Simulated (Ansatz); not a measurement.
Molecule: sum formula Si₂H₅F, net charge 0, singlet state. 
Structure (B3LYP-D3(BJ)/def2-TZVP (Ansatz, an electronic-structure program) minimum search):
```xyz
8

F     -1.4907     0.9927     0.4651
Si    -0.8103    -0.3708    -0.0655
Si     1.5193    -0.1031    -0.1563
H     -1.1958    -1.4565     0.8663
H     -1.3754    -0.6627    -1.4038
H      2.1164    -1.3703    -0.6467
H      1.8827     0.9927    -1.0856
H      2.0627     0.1971     1.1894
```

Quantity: vertical ionisation energy (to the doublet state of charge +1; each state is the SCF solution reached for its spin), in eV. Correlated levels leave the core frozen unless marked. UHF or UKS for open shells. No spin-orbit coupling. No relativistic terms. Basis-set limits of correlation are two-point, X^-3; Hartree-Fock from the larger set. The bracket is a focal-point correction in the basis named.

```json
[
 {"level": "BHLYP/def2-TZVPD", "program": "Ansatz", "vertical ionisation energy (eV)": "10.68"},
 {"level": "wB97M-V/def2-TZVPD", "program": "Ansatz", "vertical ionisation energy (eV)": "___"},
 {"level": "SCS-MP2/aug-cc-pV(D+d)Z", "program": "Ansatz", "vertical ionisation energy (eV)": "10.66"},
 {"level": "CCSD/aug-cc-pV(D+d)Z", "program": "Ansatz", "vertical ionisation energy (eV)": "10.66"},
 {"level": "RI-MP2/CBS(aug-cc-pV(T+d)Z,aug-cc-pV(Q+d)Z)+[CCSD(T)-MP2]/aug-cc-pV(T+d)Z", "program": "Ansatz", "vertical ionisation energy (eV)": "___"}
]
```

### Question
Complete the blanks.

### Answer

- wB97M-V/def2-TZVPD, vertical ionisation energy (eV): 10.69
- RI-MP2/CBS(aug-cc-pV(T+d)Z,aug-cc-pV(Q+d)Z)+[CCSD(T)-MP2]/aug-cc-pV(T+d)Z, vertical ionisation energy (eV): 10.86
